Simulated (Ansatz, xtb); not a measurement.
## C3H4BClN2: which of two isomers lies lower

We compare I, `Bn1nccc1Cl`, a singlet, with II, `Bn1cc(Cl)cn1`, a singlet. Both are isolated molecules in the gas phase, relaxed with PBE-D3(BJ)/def2-SVP; the shapes shown needn't be the lowest conformers.

I (Å):

```xyz
11

C    -1.4075    0.5369   -2.3987
C    -0.0660    0.1574   -2.0657
C    -0.2049   -1.1101   -1.5442
B    -2.2113   -2.6548   -1.1434
Cl    0.9978   -2.1683   -0.9403
N    -1.5630   -1.4505   -1.5731
N    -2.2920   -0.4032   -2.1119
H    -1.5233   -3.5340   -0.6813
H    -3.4093   -2.7132   -1.2717
H    -1.7446    1.4830   -2.8443
H     0.8631    0.7221   -2.1872
```

II (Å):

```csv
atom,x (Å),y (Å),z (Å)
C,-0.6405,-1.1760,-0.8958
C,0.2255,-0.3108,-1.5285
C,-0.4095,0.0133,-2.7788
B,-2.8910,-2.1505,-1.5320
Cl,1.7416,0.2689,-0.9637
N,-1.7284,-1.3421,-1.7481
N,-1.5705,-0.6021,-2.9049
H,-2.9449,-2.7656,-0.4893
H,-3.7385,-2.1714,-2.3906
H,-0.5817,-1.6827,0.0723
H,-0.0305,0.6776,-3.5665
```

Quicker runs give these differences E(II) − E(I): GFN2-xTB −0.54 kcal/mol; HF/STO-3G −1.41 kcal/mol (at GFN2-xTB geometries); r2SCAN-D4/def2-SVP +0.04 kcal/mol (at GFN2-xTB geometries).

Estimate E(II) − E(I) at the level CCSD(T)/def2-SVP + ΔMP2/def2-TZVPP.

Too close to call at this level: CCSD(T)/def2-SVP + ΔMP2/def2-TZVPP gives E(II) − E(I) = −0.43 kcal/mol.

Level by level:

| level | geometry | E(II) − E(I) (kcal/mol) | departure from the last row (kcal/mol) | job, with rough time for the two |
| --- | --- | --- | --- | --- |
| GFN2-xTB | GFN2-xTB | −0.54 | −0.11 | optimisation, 0.21 s |
| HF/STO-3G | GFN2-xTB | −1.41 | −0.98 | single point, 0.98 s |
| r2SCAN-D4/def2-SVP | GFN2-xTB | +0.04 | +0.47 | single point, 6.2 s |
| PBE-D3(BJ)/def2-SVP | PBE-D3(BJ)/def2-SVP | −0.10 | +0.33 | optimisation, 30 s |
| HF/def2-SVP | PBE-D3(BJ)/def2-SVP | −1.29 | −0.86 | part of the CCSD(T) run |
| MP2/def2-SVP | PBE-D3(BJ)/def2-SVP | −0.08 | +0.36 | part of the CCSD(T) run |
| CCSD(T)/def2-SVP | PBE-D3(BJ)/def2-SVP | −0.37 | +0.06 | single point |
| CCSD(T)/def2-SVP + ΔMP2/def2-TZVPP | PBE-D3(BJ)/def2-SVP | −0.43 |  | single point, 73 s |

As drawn, both hold the same kinds of bond in the same numbers.

The largest departure from CCSD(T)/def2-SVP + ΔMP2/def2-TZVPP is that of HF/STO-3G, 0.98 kcal/mol. The last row adds to CCSD(T) the change of the MP2 difference between the two basis sets, here −0.06 kcal/mol.

With thermal terms from frequencies at re-optimised GFN2-xTB minima (ideal gas, soft modes damped towards free rotors, one conformer each, 298.15 K, 1 atm): on the last row, ΔE + ΔZPE = −0.43, ΔH = −0.41, ΔG = −0.48 kcal/mol.

The correlated steps freeze 11 core orbitals. Codes used: Ansatz 0.2.0, xtb 6.7.1; the last row on 2 threads of Intel(R) Xeon(R) Platinum 8259CL CPU @ 2.50GHz (Skylake/Cascade Lake) on a shared host.
